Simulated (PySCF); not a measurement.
`O=C1C=C[C@H]1[SeH]`, C₄H₄OSe

Geometry (Å), atoms numbered from 1 in this order:
```xyz
10

O    -0.689   -2.119    0.278
C    -0.576   -0.936    0.203
C    -0.817    0.235    1.072
C    -0.274    1.086    0.186
C     0.011    0.035   -0.853
Se    1.904   -0.253   -1.336
H    -1.264    0.345    2.041
H    -0.071    2.141    0.190
H    -0.527    0.118   -1.799
H     2.311   -0.646   -0.004
```

The calculation used PySCF 2.14.0, GIAO mPW1PW91/STO-3G magnetisability, rotational g tensor and spin-rotation constants, non-relativistic, gas phase. Geometry: GFN2-xTB.

The calculation is non-relativistic, which matters for the atoms heavier than Zn.

Problem. Give the nuclear spin-rotation constants along the inertial axes (H = +C I·J) beside the isotropic shieldings.

Solution. Rotational constants 4.8538, 1.5151, 1.2312 GHz. A star marks the isotopologue with that one atom substituted, in its own axes.
| atom | isotope | Caa (kHz) | Cbb (kHz) | Ccc (kHz) | mean (kHz) | σ (ppm) |
| --- | --- | --- | --- | --- | --- | --- |
| H7 | 1H | 0.133 | -0.135 | -0.084 | -0.029 | 26.6 |
| H8 | 1H | -0.507 | 0.162 | -0.147 | -0.164 | 25.7 |
| H9 | 1H | -0.503 | -0.171 | 0.052 | -0.207 | 29.3 |
| H10 | 1H | -0.578 | -0.193 | -0.002 | -0.258 | 33.1 |
| O1 | 17O* | -1.694 | -1.377 | -0.118 | -1.063 | -165.1 |
| C2 | 13C* | 1.380 | 0.314 | 0.224 | 0.639 | 109.3 |
| C3 | 13C* | 1.069 | 0.448 | 0.172 | 0.563 | 113.7 |
| C4 | 13C* | 0.966 | 0.597 | 0.155 | 0.572 | 99.8 |
| C5 | 13C* | 0.638 | 0.102 | 0.192 | 0.311 | 180.3 |
| Se6 | 77Se* | 2.889 | 0.909 | 0.766 | 1.522 | 2459.4 |

For the geometry as given, no vibrational averaging.
